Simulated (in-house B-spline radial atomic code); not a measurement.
**LDA VWN5 excitations of Pb4+**

Method: LDA VWN5. Computed with a B-spline radial code for spherical atoms: linear response of the closed shell [Xe] 4f14 5d10 with the functional's adiabatic kernel; scalar-relativistic (spin-free one-electron X2C), finite nucleus, no spin-orbit coupling, no double excitations, S, P, D and F terms only; shells from n = 3 respond. Only terms of natural parity with L up to 3 were computed.

Spin-orbit coupling is strong here, so these LS terms don't match observed levels.

Command:
```bash
python run_td.py task.json out
```
Settings (radii: box in bohr, nucleus in fm):
```
Z                        82
electrons                78
configuration            [Xe] 4f14 5d10
hamiltonian              x2c
method                   lda,vwn
box_radius               19.1
rms_radius               5.5012
intervals                70
```

Cost of the run: 9.3 s on 1 thread of Arm Neoverse N1, with other jobs on the host.

The lowest states, in the order of their Tamm-Dancoff energies; the method's threshold (minus the highest occupied level) is 61.86 eV. Labels give the largest channel, * marks a mixed state, and oscillator strengths are full-response dipole values. Semilocal kernels can invert the small singlet-triplet splittings of Rydberg terms. Energies in eV:

```
      state  full response  Tamm-Dancoff  oscillator strength
 5d → 6s 3D         13.049        13.066                    -
 5d → 6s 1D         14.058        14.107                    -
 5d → 6p 3P              ?             ?                    -
 5d → 6p 3F         25.664        25.674                    -
 5d → 6p 1F         26.047        26.051                    -
 5d → 6p 1P         27.061        27.169                 1.08
 5d → 6d 3S          39.48         39.49                    -
 5d → 6d 3D          39.97         39.98                    -
 5d → 6d 1D          40.21         40.22                    -
 5d → 7s 3D          40.64         40.64                    -
 5d → 7s 1D          40.78         40.78                    -
 5d → 6d 1S          42.45         42.73                    -
 5d → 5f 3P          42.75         42.77                    -
 5d → 5f 3F          43.20         43.21                    -
 5d → 5f 1F          43.74         43.76                    -
 5d → 7p 3P          44.78         44.78                    -
5d → 7p 1P*          44.77         44.81                0.251
 5d → 7p 3F          44.82         44.82                    -
 5d → 7p 1F          44.89         44.89                    -
5d → 5f 1P*          46.14         46.37                  2.5
 5d → 7d 3S              ?             ?                    -
 5d → 8s 3D          49.81         49.81                    -
```

Question: Where does 5d → 7d 3S lie?

Answer: At 49.73 eV in full response, 49.73 eV in Tamm-Dancoff.

Question: Where does 5d → 6p 3P lie?

Answer: At 25.431 eV in full response, 25.452 eV in Tamm-Dancoff.

Question: How large is the singlet-triplet splitting of 5d → 6s (D terms) in Tamm-Dancoff?

Answer: 1.04 eV, from the unrounded values.

Question: What polarisabilities and dispersion coefficient does the method give?

Answer: Dipole 3.874 bohr³, quadrupole 11.73 bohr⁵, C6 20.61 hartree·bohr⁶ for two such species.
